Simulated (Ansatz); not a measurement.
Saddle point of SiNH$_{6}$Cl$_{2}$F, closed shell (SiH₂Cl₂ ([Cl][SiH2][Cl]) + NH₃ + HF → SiNH₃Cl₂ ([NH2][SiH]([Cl])[Cl]) + HF + H₂; bonds formed: H2–H8, H6–F9; dative contacts that become bonds: Si1–N7; bonds broken: Si1–H2, H6–N7, H8–F9), PBE0-D4/def2-TZVP structure:

```
11
angstrom
Si -0.8596 -0.5171 -0.0724
H -0.2635 0.5498 -1.4337
Cl -0.7342 -1.9466 -1.5319
Cl -1.5063 -1.7151 1.5461
H -1.9204 0.4944 -0.0145
H 1.0363 0.9343 0.3193
N 0.7613 -0.1001 0.6940
H 0.2587 1.2334 -1.1183
F 1.0451 1.9921 -0.4682
H 1.4747 -0.7518 0.3744
H 0.7079 -0.1736 1.7055
```

Energies are electronic, without zero-point energy. Barriers and step energies count from the start structure reached by relaxing down the imaginary mode; all methods use the PBE0-D4 structures, on which another method's saddle can fall below an end. Computed with Ansatz 0.2.0 (basis: def2-TZVPP, with def2-QZVPP for the basis limit); correlated methods freeze the cores. B3LYP uses VWN-RPA correlation. Extrapolation: Hartree–Fock as exp(−7.88 √X), correlation as X^−2.97.

| method | barrier (kcal/mol) | step energy (kcal/mol) |
| --- | --- | --- |
| SPW92 | 7.85 | -5.99 |
| PBE-D4 | 16.47 | -9.51 |
| BLYP-D4 | 18.95 | -12.50 |
| r2SCAN-D4 | ? | -10.66 |
| B97M-V | ? | -9.55 |
| PBE0-D4 | 21.25 | -9.25 |
| B3LYP-D4 | 22.41 | -11.96 |
| r2SCAN0-D4 | ? | -10.17 |
| BHLYP-D4 | 27.88 | -11.52 |
| CAM-B3LYP-D4 | 22.69 | -11.61 |
| wB97X-V | 24.68 | -10.31 |
| wB97M-V | 24.92 | -9.98 |
| B2PLYP | 24.62 | -11.86 |
| PBE-QIDH | 24.75 | -9.79 |
| RPA on PBE | 27.02 | -10.53 |
| HF | 41.26 | -13.45 |
| MP2 | 25.26 | -11.71 |
| CCSD | 29.72 | -10.62 |
| CCSD(T) | 27.10 | -10.59 |

Q: Fill in the withheld barriers. (An estimate is asked for; the value comes from the calculation.)

A: The calculation gives: B97M-V 23.65; r2SCAN0-D4 22.52; r2SCAN-D4 18.70 kcal/mol. Each is the energy of the saddle less that of the start structure, by the same method.

For comparison, the barrier by CCSD(T) at an estimated basis limit (MP2 extrapolated from triple and quadruple zeta, plus CCSD(T) − MP2 in triple zeta) is 26.24 kcal/mol.

T1 diagnostic: at most 0.011.

Labels in which every atom is bracketed show which atoms are joined, not bond orders.

For scale, one of the runs: CCSD(T)/def2-TZVPP, 272 basis functions, launched by `ansatz run in.yaml --threads 8 --pin off --events-out ev --progress --plain --max-ram 19148MiB`. Hardware: 8 CPU threads of an Arm Neoverse V1, shared host. Wall time 3.1 min; peak host memory 7 GiB.
